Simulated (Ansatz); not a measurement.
`[NH2][GeH]1[BH][O]1` and `N[SiH]1BO1` differ in one element.

Ansatz, PBE0-D4/def2-TZVP geometries, multiplicity 1. Each molecule was computed in one conformer, which needn't be the lowest.

Scalar relativity is left out up to krypton.

```json
{"property": "LUMO energy (PBE0/def2-TZVPP) / eV", "`[NH2][GeH]1[BH][O]1`": "-0.89"}
{"property": "ideal-gas entropy at 298 K and 1 bar (rigid rotor, harmonic PBE0-D4/def2-TZVP) / J/(mol·K)", "`[NH2][GeH]1[BH][O]1`": "322"}
{"property": "HOMO energy (PBE0/def2-TZVPP) / eV", "`[NH2][GeH]1[BH][O]1`": "-6.78"}
{"property": "HOMO energy (PBE/def2-TZVPP) / eV", "`[NH2][GeH]1[BH][O]1`": "-5.69"}
{"property": "HOMO energy (B3LYP/def2-TZVPP) / eV", "`[NH2][GeH]1[BH][O]1`": "-6.62"}
{"property": "LUMO energy (B3LYP/def2-TZVPP) / eV", "`[NH2][GeH]1[BH][O]1`": "-1.12"}
```

(1) What does the change do to each property? (Estimate.)

Answers

(1) The calculation gave: 
```tsv
property	`N[SiH]1BO1`	shift
LUMO energy (PBE0/def2-TZVPP) / eV	-0.86	0.03
ideal-gas entropy at 298 K and 1 bar (rigid rotor, harmonic PBE0-D4/def2-TZVP) / J/(mol·K)	298	-24
HOMO energy (PBE0/def2-TZVPP) / eV	-6.67	0.11
HOMO energy (PBE/def2-TZVPP) / eV	-5.48	0.21
HOMO energy (B3LYP/def2-TZVPP) / eV	-6.48	0.14
LUMO energy (B3LYP/def2-TZVPP) / eV	-1.08	0.04
```

B3LYP here is the variant with VWN-RPA as its local correlation; programs differ in this.
